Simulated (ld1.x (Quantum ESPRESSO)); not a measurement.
F, RRKJ: configuration errors across variants

fluorine, norm-conserving RRKJ (Kleinman–Bylander form), made with ld1.x (Quantum ESPRESSO) 7.5 (PBE, scalar-relativistic). Core [He], reference 2s2 2p5. Waves: 2s (bound): rc 0.75 bohr; 3d channel at -0.15 Ry: rc 1.40 bohr; 2p (bound): rc 1.70 bohr. Local part: the p channel. Core correction: a·sin(br)/r model core inside 0.75 bohr. rho0 = 0.005.

All-electron excitation energies from the reference (eV): (1) 2s2 2p4 19.390; (2) 2s2 2p3 57.775; (3) 2s2 2p2 118.413; (4) 2s2 2p4.5 7.543; (5) 2s1 2p5 38.493; (6) 2s1 2p6 18.814; (7) 2s2 2p5.3 -2.670.

1 further variants failed, have other tests or too few solved ones, and are left out.

Errors AE − PS in meV (a dash: test not solved or not reliable):

| change | (1) | (2) | (3) | (4) | (5) | (6) | (7) | bound ghosts |
| --- | --- | --- | --- | --- | --- | --- | --- | --- |
| base | -12 | +190 | +1241 | -7.3 | -199 | +2.8 | -3.0 | none |
| wave 2s (bound): rc 0.75 bohr becomes 2s (bound): rc 0.58 bohr | -11 | +195 | +1257 | -7.2 | -201 | +2.3 | -3.0 | none |
| wave 2s (bound): rc 0.75 bohr becomes 2s (bound): rc 0.64 bohr | -11 | +193 | +1249 | -7.3 | -201 | +1.9 | -3.0 | none |
| wave 2s (bound): rc 0.75 bohr becomes 2s (bound): rc 0.74 bohr | -12 | +190 | +1241 | -7.3 | -199 | +2.8 | -3.0 | none |
| wave 2s (bound): rc 0.75 bohr becomes 2s (bound): rc 0.92 bohr | -12 | +185 | +1223 | -7.5 | -194 | +4.6 | -3.1 | none |
| wave 2s (bound): rc 0.75 bohr becomes 2s (bound): rc 1.06 bohr | -14 | +176 | +1194 | -7.7 | -186 | +6.6 | -3.1 | none |
| wave 2s (bound): rc 0.75 bohr becomes 2s (bound): rc 1.12 bohr | -15 | +169 | +1173 | -7.9 | -181 | +7.7 | -3.1 | none |

(1) Give the same row for: wave 2s (bound): rc 0.75 bohr becomes 2s (bound): rc 0.84 bohr.

## Answers

(1) -12, +188, +1233, -7.4, -197, +3.7, -3.0; bound ghosts: none.
